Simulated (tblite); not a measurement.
Species: C₃H₅PSSi.
Numbering: `[SiH3:1][c:2]1[cH:3][s:4][cH:5][p:6]1` (hydrogens: H7, H8, H9 on Si1; H10 on C3; H11 on C5)

Computed with GFN2-xTB (tblite), gas phase: L-BFGS steps from a force-field or distance-geometry start until the largest atomic force falls under 0.01 eV/Å.

Step 0: E = -446.4640 eV
```
atom  x, y, z in Å  |  force x, y, z in eV/Å
Si1    -1.9731    0.1690   -0.0686   -0.649   0.012   0.110
C2     -0.0940    0.0797   -0.0657    0.753  -0.736   0.572
C3      0.5773   -0.9106    0.6692   -0.575   1.596  -1.221
S4      2.3000   -0.8798    0.5863   -0.298   0.557  -0.386
C5      2.3851    0.4827   -0.4383   -1.926   1.474  -1.106
P6      0.8519    1.3110   -1.0247    2.003  -2.942   2.176
H7     -2.5448   -0.9134    0.7704    0.210   0.191  -0.157
H8     -2.5070    0.0129   -1.4413    0.187   0.050   0.220
H9     -2.4456    1.4657    0.4861    0.210  -0.283  -0.155
H10     0.1198   -1.6889    1.2754    0.129   0.406  -0.317
H11     3.3358    0.8745   -0.7748   -0.043  -0.327   0.264
```

**Question.** Estimate the geometry and energy of step 1. (The exact step hangs on the optimiser's Hessian estimate; all steps are aligned on step 0, rigid shifts and turns removed.)

**Answer.** E = -446.7883 eV, largest force 2.072 eV/Å
```
atom  x, y, z in Å  |  force x, y, z in eV/Å
Si1    -1.9824    0.1692   -0.0670   -0.201   0.008   0.048
C2     -0.0832    0.0692   -0.0575   -0.558   0.023   0.032
C3      0.5691   -0.8878    0.6518   -0.013  -0.087   0.047
S4      2.2957   -0.8719    0.5808   -0.198   0.496  -0.345
C5      2.3576    0.5037   -0.4541   -0.450   0.665  -0.538
P6      0.8805    1.2689   -0.9936    1.009  -1.455   1.077
H7     -2.5418   -0.9107    0.7681    0.155   0.096  -0.082
H8     -2.5043    0.0136   -1.4382    0.160   0.040   0.145
H9     -2.4426    1.4617    0.4839    0.173  -0.174  -0.105
H10     0.1216   -1.6831    1.2708    0.254   0.675  -0.526
H11     3.3352    0.8698   -0.7710   -0.331  -0.287   0.246
```

The energy changes by -0.3243 eV. The first-order estimate −F·Δx gives -0.4586 eV and the mean of the old and new forces, exact on a quadratic surface, -0.3147 eV. The step makes an angle of 0° with the force vector and moves no atom by more than 0.060 Å.

The cost below is that of the whole relaxation. On Arm Neoverse V2, one thread, shared host, this took 0.1 s.
